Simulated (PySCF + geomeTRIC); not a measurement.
All values below come from BP86-D3(BJ)/def2-SVP in PySCF + geomeTRIC. fastk is a local helper that only speeds up exchange builds. No frequencies were computed at this level.

```python
import json, numpy as np
from pyscf import gto, dft
from fastk import lowrank_exchange
atoms = """
Zr     0.186486    -0.224872    -0.353305
O      1.185765    -0.336240     1.256070
C      0.450174    -1.041045     2.223343
H      0.213099    -2.063894     1.863843
H     -0.491012    -0.510161     2.466686
H      1.050494    -1.126712     3.141807
O      0.988662     0.997998    -1.560543
C      2.379050     1.135107    -1.447963
H      2.747868     0.753412    -0.471226
H      2.652418     2.198784    -1.531942
H      2.885649     0.592608    -2.265930
O      0.221362    -1.974471    -1.090825
C      1.520761    -2.407106    -1.387480
H      1.889681    -1.929216    -2.315229
H      1.512862    -3.496507    -1.548044
H      2.217792    -2.182937    -0.551238
O     -1.610402     0.241678     0.030245
C     -2.342238     0.278331    -1.165440
H     -1.923065     1.034002    -1.862575
H     -3.384975     0.553622    -0.944423
H     -2.342883    -0.718328    -1.655133
"""
def scf(charge, spin, dm0=None):
    mol = gto.M(atom=atoms, basis='def2-svp', ecp={'Zr': 'def2-svp'}, charge=charge, spin=spin, verbose=3, max_memory=10080)
    mf = dft.KS(mol, xc='bp86').density_fit(auxbasis="def2-universal-jkfit")
    mf.disp = 'd3bj'
    mf.grids.level = 3
    mf.conv_tol = 1e-8
    mf.max_cycle = 120
    mf.level_shift = 0.25
    mf.kernel(dm0)
    if not mf.converged:
        mf = mf.newton().run(mf.mo_coeff, mf.mo_occ).undo_soscf()
    return mf
mf = scf(0, 0)
from pyscf.geomopt.geometric_solver import kernel as optimize
path = []
done, mol = optimize(mf, maxsteps=120, assert_convergence=False, callback=lambda env: path.append((env["energy"], bool(env["g_scanner"].converged))))
res = dict(converged=bool(done and path[-1][1]), energy=path[-1][0], path=[e for e, c in path], xyz=mol.atom_coords(unit="Angstrom").tolist(), nao=mol.nao)
json.dump(res, open("result.json", "w"))
```

Output:

```
converged SCF energy = -507.512305669986
Geometry optimization cycle 1
converged SCF energy = -507.512305668055
cycle 1: E = -507.512305668  dE = -507.512  norm(grad) = 0.0823105
Geometry optimization cycle 2
converged SCF energy = -507.532420640596
cycle 2: E = -507.532420641  dE = -0.020115  norm(grad) = 0.0273993
Geometry optimization cycle 3
converged SCF energy = -507.536150881271
cycle 3: E = -507.536150881  dE = -0.00373024  norm(grad) = 0.0221683
Geometry optimization cycle 4
converged SCF energy = -507.543504507694
cycle 4: E = -507.543504508  dE = -0.00735363  norm(grad) = 0.0340175
Geometry optimization cycle 5
converged SCF energy = -507.549125941301
cycle 5: E = -507.549125941  dE = -0.00562143  norm(grad) = 0.0452336
Geometry optimization cycle 6
converged SCF energy = -507.554323828066
cycle 6: E = -507.554323828  dE = -0.00519789  norm(grad) = 0.0465527
Geometry optimization cycle 7
converged SCF energy = -507.559475137276
cycle 7: E = -507.559475137  dE = -0.00515131  norm(grad) = 0.0187626
Geometry optimization cycle 8
converged SCF energy = -507.560628932623
cycle 8: E = -507.560628933  dE = -0.0011538  norm(grad) = 0.0189894
Geometry optimization cycle 9
converged SCF energy = -507.561362526229
cycle 9: E = -507.561362526  dE = -0.000733594  norm(grad) = 0.0149911
Geometry optimization cycle 10
converged SCF energy = -507.56220839497
cycle 10: E = -507.562208395  dE = -0.000845869  norm(grad) = 0.0110517
Geometry optimization cycle 11
converged SCF energy = -507.56323736104
cycle 11: E = -507.563237361  dE = -0.00102897  norm(grad) = 0.00817214
Geometry optimization cycle 12
converged SCF energy = -507.564499620282
cycle 12: E = -507.56449962  dE = -0.00126226  norm(grad) = 0.0063651
Geometry optimization cycle 13
converged SCF energy = -507.566062715558
cycle 13: E = -507.566062716  dE = -0.0015631  norm(grad) = 0.0048154
Geometry optimization cycle 14
converged SCF energy = -507.567426263901
cycle 14: E = -507.567426264  dE = -0.00136355  norm(grad) = 0.0034301
Geometry optimization cycle 15
converged SCF energy = -507.567935881188
cycle 15: E = -507.567935881  dE = -0.000509617  norm(grad) = 0.00238954
Geometry optimization cycle 16
converged SCF energy = -507.568005331653
cycle 16: E = -507.568005332  dE = -6.94505e-05  norm(grad) = 0.00194312
Geometry optimization cycle 17
converged SCF energy = -507.568018575581
cycle 17: E = -507.568018576  dE = -1.32439e-05  norm(grad) = 0.000873288
Geometry optimization cycle 18
converged SCF energy = -507.56802576108
cycle 18: E = -507.568025761  dE = -7.1855e-06  norm(grad) = 0.000852189
Geometry optimization cycle 19
converged SCF energy = -507.568032938993
cycle 19: E = -507.568032939  dE = -7.17791e-06  norm(grad) = 0.00130189
Geometry optimization cycle 20
converged SCF energy = -507.568039649949
cycle 20: E = -507.56803965  dE = -6.71096e-06  norm(grad) = 0.00182188
Geometry optimization cycle 21
converged SCF energy = -507.568039441964
cycle 21: E = -507.568039442  dE = 2.07985e-07  norm(grad) = 0.00233718
Geometry optimization cycle 22
converged SCF energy = -507.568050077532
cycle 22: E = -507.568050078  dE = -1.06356e-05  norm(grad) = 0.00194953
Geometry optimization cycle 23
converged SCF energy = -507.568072053018
cycle 23: E = -507.568072053  dE = -2.19755e-05  norm(grad) = 0.00105806
Geometry optimization cycle 24
converged SCF energy = -507.568067590897
cycle 24: E = -507.568067591  dE = 4.46212e-06  norm(grad) = 0.00101312
Geometry optimization cycle 25
converged SCF energy = -507.568068067941
cycle 25: E = -507.568068068  dE = -4.77044e-07  norm(grad) = 0.00100311
Geometry optimization cycle 26
converged SCF energy = -507.568073134536
cycle 26: E = -507.568073135  dE = -5.0666e-06  norm(grad) = 0.000894045
Geometry optimization cycle 27
converged SCF energy = -507.56807733584
cycle 27: E = -507.568077336  dE = -4.2013e-06  norm(grad) = 0.000761349
Geometry optimization cycle 28
converged SCF energy = -507.56808221203
cycle 28: E = -507.568082212  dE = -4.87619e-06  norm(grad) = 0.000619629
Geometry optimization cycle 29
converged SCF energy = -507.568086734017
cycle 29: E = -507.568086734  dE = -4.52199e-06  norm(grad) = 0.000534586
Geometry optimization cycle 30
converged SCF energy = -507.56809071195
cycle 30: E = -507.568090712  dE = -3.97793e-06  norm(grad) = 0.000449489
Geometry optimization cycle 31
converged SCF energy = -507.568094264824
cycle 31: E = -507.568094265  dE = -3.55287e-06  norm(grad) = 0.000380394
Geometry optimization cycle 32
converged SCF energy = -507.568097262282
cycle 32: E = -507.568097262  dE = -2.99746e-06  norm(grad) = 0.000315127
Geometry optimization cycle 33
converged SCF energy = -507.568099927071
cycle 33: E = -507.568099927  dE = -2.66479e-06  norm(grad) = 0.000263894
Geometry optimization cycle 34
converged SCF energy = -507.568102261648
cycle 34: E = -507.568102262  dE = -2.33458e-06  norm(grad) = 0.00022405
Geometry optimization cycle 35
converged SCF energy = -507.568103515789
cycle 35: E = -507.568103516  dE = -1.25414e-06  norm(grad) = 0.000201267
Geometry optimization cycle 36
converged SCF energy = -507.568104194645
cycle 36: E = -507.568104195  dE = -6.78856e-07  norm(grad) = 0.000185536
<class 'geometric.internal.Distance'> : 24
<class 'geometric.internal.Angle'> : 52
<class 'geometric.internal.OutOfPlane'> : 24
<class 'geometric.internal.Dihedral'> : 144
<class 'geometric.internal.TranslationX'> : 1
<class 'geometric.internal.TranslationY'> : 1
<class 'geometric.internal.TranslationZ'> : 1
<class 'geometric.internal.RotationA'> : 1
<class 'geometric.internal.RotationB'> : 1
<class 'geometric.internal.RotationC'> : 1
Step    0 : Gradient = 1.796e-02/3.794e-02 (rms/max) Energy = -507.5123056681
Step    1 : Displace = 9.624e-02/1.163e-01 (rms/max) Trust = 1.000e-01 (=) Grad = 5.979e-03/9.260e-03 (rms/max) E (change) = -507.5324206406 (-2.011e-02) Quality = 0.784
Step    2 : Displace = 5.234e-02/7.931e-02 (rms/max) Trust = 1.414e-01 (+) Grad = 4.838e-03/1.021e-02 (rms/max) E (change) = -507.5361508813 (-3.730e-03) Quality = 1.627
Step    3 : Displace = 1.557e-01/2.214e-01 (rms/max) Trust = 2.000e-01 (+) Grad = 7.423e-03/1.692e-02 (rms/max) E (change) = -507.5435045077 (-7.354e-03) Quality = 1.405
Step    4 : Displace = 1.596e-01/2.201e-01 (rms/max) Trust = 2.828e-01 (+) Grad = 9.871e-03/1.930e-02 (rms/max) E (change) = -507.5491259413 (-5.621e-03) Quality = 1.420
Step    5 : Displace = 1.269e-01/1.877e-01 (rms/max) Trust = 3.000e-01 (+) Grad = 1.016e-02/1.901e-02 (rms/max) E (change) = -507.5543238281 (-5.198e-03) Quality = 1.294
Step    6 : Displace = 4.693e-02/9.035e-02 (rms/max) Trust = 3.000e-01 (=) Grad = 4.094e-03/9.225e-03 (rms/max) E (change) = -507.5594751373 (-5.151e-03) Quality = 1.188
Step    7 : Displace = 4.752e-02/8.111e-02 (rms/max) Trust = 3.000e-01 (=) Grad = 4.144e-03/1.005e-02 (rms/max) E (change) = -507.5606289326 (-1.154e-03) Quality = -0.051
Step    8 : Displace = 2.402e-02/4.605e-02 (rms/max) Trust = 2.376e-02 (-) Grad = 3.271e-03/7.616e-03 (rms/max) E (change) = -507.5613625262 (-7.336e-04) Quality = 1.087
Step    9 : Displace = 3.372e-02/6.518e-02 (rms/max) Trust = 3.360e-02 (+) Grad = 2.412e-03/5.372e-03 (rms/max) E (change) = -507.5622083950 (-8.459e-04) Quality = 1.001
Step   10 : Displace = 4.787e-02/9.387e-02 (rms/max) Trust = 4.752e-02 (+) Grad = 1.783e-03/4.081e-03 (rms/max) E (change) = -507.5632373610 (-1.029e-03) Quality = 1.003
Step   11 : Displace = 6.765e-02/1.348e-01 (rms/max) Trust = 6.720e-02 (+) Grad = 1.389e-03/3.199e-03 (rms/max) E (change) = -507.5644996203 (-1.262e-03) Quality = 1.005
Step   12 : Displace = 1.029e-01/2.076e-01 (rms/max) Trust = 9.504e-02 (+) Grad = 1.051e-03/2.512e-03 (rms/max) E (change) = -507.5660627156 (-1.563e-03) Quality = 1.012
Step   13 : Displace = 1.374e-01/2.786e-01 (rms/max) Trust = 1.344e-01 (+) Grad = 7.485e-04/1.735e-03 (rms/max) E (change) = -507.5674262639 (-1.364e-03) Quality = 1.073
Step   14 : Displace = 1.059e-01/2.128e-01 (rms/max) Trust = 1.901e-01 (+) Grad = 5.214e-04/1.309e-03 (rms/max) E (change) = -507.5679358812 (-5.096e-04) Quality = 1.310
Step   15 : Displace = 3.596e-02/7.287e-02 (rms/max) Trust = 2.688e-01 (+) Grad = 4.240e-04/8.078e-04 (rms/max) E (change) = -507.5680053317 (-6.945e-05) Quality = -0.000
Step   16 : Displace = 1.115e-02/2.219e-02 (rms/max) Trust = 1.798e-02 (-) Grad = 1.906e-04/4.315e-04 (rms/max) E (change) = -507.5680185756 (-1.324e-05) Quality = 1.197
Step   17 : Displace = 6.602e-03/1.151e-02 (rms/max) Trust = 2.543e-02 (+) Grad = 1.860e-04/4.062e-04 (rms/max) E (change) = -507.5680257611 (-7.185e-06) Quality = 1.123
Step   18 : Displace = 1.091e-02/1.826e-02 (rms/max) Trust = 3.596e-02 (+) Grad = 2.841e-04/5.690e-04 (rms/max) E (change) = -507.5680329390 (-7.178e-06) Quality = 0.840
Step   19 : Displace = 1.754e-02/3.240e-02 (rms/max) Trust = 5.085e-02 (+) Grad = 3.976e-04/1.050e-03 (rms/max) E (change) = -507.5680396499 (-6.711e-06) Quality = 0.522
Step   20 : Displace = 2.962e-02/5.243e-02 (rms/max) Trust = 5.085e-02 (=) Grad = 5.100e-04/1.556e-03 (rms/max) E (change) = -507.5680394420 (+2.080e-07) Quality = -0.009
Step   21 : Displace = 1.406e-02/2.301e-02 (rms/max) Trust = 1.481e-02 (-) Grad = 4.254e-04/1.256e-03 (rms/max) E (change) = -507.5680500775 (-1.064e-05) Quality = 0.495
Step   22 : Displace = 1.576e-02/3.000e-02 (rms/max) Trust = 1.481e-02 (=) Grad = 2.309e-04/4.517e-04 (rms/max) E (change) = -507.5680720530 (-2.198e-05) Quality = 0.551
Step   23 : Displace = 1.461e-02/3.031e-02 (rms/max) Trust = 1.481e-02 (=) Grad = 2.211e-04/4.812e-04 (rms/max) E (change) = -507.5680675909 (+4.462e-06) Quality = -0.291
Step   24 : Displace = 7.371e-03/1.372e-02 (rms/max) Trust = 7.304e-03 (-) Grad = 2.189e-04/5.536e-04 (rms/max) E (change) = -507.5680680679 (-4.770e-07) Quality = 0.036
Step   25 : Displace = 3.729e-03/5.703e-03 (rms/max) Trust = 3.652e-03 (-) Grad = 1.951e-04/4.742e-04 (rms/max) E (change) = -507.5680731345 (-5.067e-06) Quality = 0.738
Step   26 : Displace = 3.278e-03/5.325e-03 (rms/max) Trust = 3.652e-03 (=) Grad = 1.661e-04/4.298e-04 (rms/max) E (change) = -507.5680773358 (-4.201e-06) Quality = 0.706
Step   27 : Displace = 4.017e-03/6.825e-03 (rms/max) Trust = 3.652e-03 (=) Grad = 1.352e-04/3.516e-04 (rms/max) E (change) = -507.5680822120 (-4.876e-06) Quality = 0.676
Step   28 : Displace = 3.915e-03/6.825e-03 (rms/max) Trust = 3.652e-03 (=) Grad = 1.167e-04/2.988e-04 (rms/max) E (change) = -507.5680867340 (-4.522e-06) Quality = 0.627
Step   29 : Displace = 3.848e-03/6.815e-03 (rms/max) Trust = 3.652e-03 (=) Grad = 9.809e-05/2.447e-04 (rms/max) E (change) = -507.5680907120 (-3.978e-06) Quality = 0.535
Step   30 : Displace = 3.810e-03/6.840e-03 (rms/max) Trust = 3.652e-03 (=) Grad = 8.301e-05/1.951e-04 (rms/max) E (change) = -507.5680942648 (-3.553e-06) Quality = 0.455
Step   31 : Displace = 3.787e-03/6.847e-03 (rms/max) Trust = 3.652e-03 (=) Grad = 6.877e-05/1.477e-04 (rms/max) E (change) = -507.5680972623 (-2.997e-06) Quality = 0.361
Step   32 : Displace = 3.751e-03/6.811e-03 (rms/max) Trust = 3.652e-03 (=) Grad = 5.759e-05/1.057e-04 (rms/max) E (change) = -507.5680999271 (-2.665e-06) Quality = 0.297
Step   33 : Displace = 3.708e-03/6.729e-03 (rms/max) Trust = 3.652e-03 (=) Grad = 4.889e-05/7.640e-05 (rms/max) E (change) = -507.5681022616 (-2.335e-06) Quality = 0.236
Step   34 : Displace = 1.790e-03/3.313e-03 (rms/max) Trust = 1.826e-03 (-) Grad = 4.392e-05/6.611e-05 (rms/max) E (change) = -507.5681035158 (-1.254e-06) Quality = 0.220
Step   35 : Displace = 8.796e-04/1.676e-03 (rms/max) Trust = 8.952e-04 (-) Grad = 4.049e-05/6.176e-05 (rms/max) E (change) = -507.5681041946 (-6.789e-07) Quality = 0.191
Converged! =D
```

Cost: very roughly 50 core-minutes.
